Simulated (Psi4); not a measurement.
Conformational energy of C5H6O2S, SMILES c1cc(sc1O)OC. Scanned: dihedral C1–O2–C3–S8; all other coordinates were relaxed at GFN2-xTB. Points at φ and −φ are mirror images.

Geometry of the scan point at -120° (Å):
```
14

C     -2.5239     0.6062    -0.3072
O     -1.8186    -0.5680     0.0575
C     -0.4760    -0.4342     0.1699
C      0.2662     0.3690     0.9708
C      1.6629     0.2021     0.8032
C      1.9712    -0.7274    -0.1354
O      3.2108    -1.1136    -0.4995
S      0.5435    -1.4165    -0.8642
H     -3.5707     0.3166    -0.3687
H     -2.4031     1.3923     0.4430
H     -2.1866     0.9802    -1.2788
H     -0.1644     1.0518     1.6809
H      2.4046     0.7385     1.3635
H      3.1664    -1.8004    -1.1740
```

Calculation: PBE-D3(BJ)/def2-SVP // GFN2-xTB (Psi4).

Scanned values (°): -160, -140, -120, -100, -80, -60, -40, -20, 0, 20, 40, 60, 80, 100, 120, 140, 160, 180.

**Question.** Locate the minima and the barriers on this grid.

**Answer.** Lower than their neighbours: -60° (0.6 kcal/mol), 60° (0.6 kcal/mol), 180° (0.0 kcal/mol). Higher than their neighbours: -120° (1.5 kcal/mol), 0° (0.8 kcal/mol), 120° (1.5 kcal/mol). The whole profile spans 1.5 kcal/mol.
